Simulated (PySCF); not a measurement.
# Electronic absorption of C6H9ClO

Species: C6H9ClO.
Geometry (GFN2-xTB, Å), atoms numbered from 1 in this order:
```xyz
17
C6H9ClO angstrom
Cl     1.598   -2.339    1.125
C      0.613   -0.874    0.814
C     -0.589   -1.224   -0.050
C     -1.535   -0.024   -0.094
C     -0.805    1.229   -0.520
O      0.028    1.156   -1.641
C      0.653    1.329   -0.398
C      1.486    0.176    0.136
H      0.282   -0.525    1.796
H     -0.253   -1.465   -1.060
H     -1.110   -2.091    0.359
H     -2.351   -0.221   -0.792
H     -1.967    0.152    0.894
H     -1.392    2.144   -0.455
H      1.091    2.315   -0.260
H      2.017   -0.283   -0.702
H      2.227    0.558    0.838
```

The calculation used PySCF, TDDFT PBE0/def2-SVPD, vertical, gas phase, core orbitals frozen in the response.

```
state  λ (nm)  E (eV)       f  main configurations (H = HOMO, L = LUMO)
   S1   173.6    7.14   0.011                                 H→L (79%)
   S2   169.5    7.31  0.0018   H-1→L (57%), H-2→L (18%), H-1→L+1 (10%)
   S3   164.5    7.54   0.016       H-2→L (43%), H→L (14%), H→L+1 (14%)
   S4   158.9    7.80  0.0052     H→L+1 (28%), H-3→L (26%), H-1→L (19%)
   S5   154.8    8.01   0.018                  H→L+1 (40%), H-3→L (36%)
   S6   154.3    8.04  0.0043     H→L+4 (27%), H→L+3 (27%), H→L+2 (20%)
```

Triplets, Tamm–Dancoff:

```csv
state,E (eV),λ (nm),"main configurations (H = HOMO, L = LUMO)"
T1,6.62,187.4,"H→L (34%), H-1→L (16%), H-3→L (10%)"
T2,6.68,185.6,"H-2→L (34%), H-1→L (26%), H-2→L+1 (17%)"
```

The lowest singlet comes at 174 nm (689 kJ/mol) in the vacuum ultraviolet; it is weak; its leading configuration is HOMO→LUMO (79%). The most intense listed level is S5 at 8.01 eV (155 nm, f = 0.018), 0.87 eV above S1. Löwdin shares by element: HOMO oxygen 47%, chlorine 16%, carbon 14% or more (atoms not listed hold the other 23%); LUMO chlorine 26%, carbon 18% or more, hydrogen 6% or more (atoms not listed hold the other 49%). Weighted by f, the mean energy of these states is 7.67 eV. Of the 6 states listed, 3 reach f = 0.01 and none stays under 0.0005. Orbital energies (eV): HOMO-3 -8.77, HOMO-2 -8.52, HOMO-1 -8.31, HOMO -7.97, LUMO 0.36, LUMO+1 0.97, LUMO+2 1.19. Only the lowest 6 singlets were computed, as vertical energies without vibronic structure.

Rough CPU time on one thread of a shared machine: about 1.9 min.

One conformer stands for the species.
